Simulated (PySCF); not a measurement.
**Cost of excited-state runs on `C/C=C(/CC[AsH2])C(C)=O`, C7H13AsO, triplet**

Bonds (- single, = double, # triple, : aromatic): C1-C2, C2=C3, C3-C4, C4-C5, C5-As6, C3-C7, C7-C8, C7=O9. C1 carries H10, H11, H12; C2 carries H13; C4 carries H14, H15; C5 carries H16, H17; As6 carries H18, H19; C8 carries H20, H21, H22. Stereochemistry as in C/C=C(/CC[AsH2])C(C)=O.

PySCF with density fitting, on 1 thread of an Arm Neoverse V2, shared host. Command: `OMP_NUM_THREADS=1 python excited_run.py task.json out`

Task: How long does each of these runs take, and how much memory?
- open-shell absorption, PBE50/def2-SVP; 8 states; spin flip
- open-shell absorption, PBE0/def2-SVP; 10 states; Tamm-Dancoff
- open-shell absorption, PBE0/def2-SVP; 2 states; Tamm-Dancoff; fitting basis def2-universal-jkfit; SCF tolerance 1e-07 Eh

Result: 
| run | level | basis functions | wall time | peak memory (GiB) |
| --- | --- | --- | --- | --- |
| open-shell absorption | PBE50/def2-SVP | 209 | 57 s | 0.87 |
| open-shell absorption | PBE0/def2-SVP | 209 | 100 s | 0.87 |
| open-shell absorption | PBE0/def2-SVP | 209 | 84 s | 0.89 |

Times from a shared host are rough.
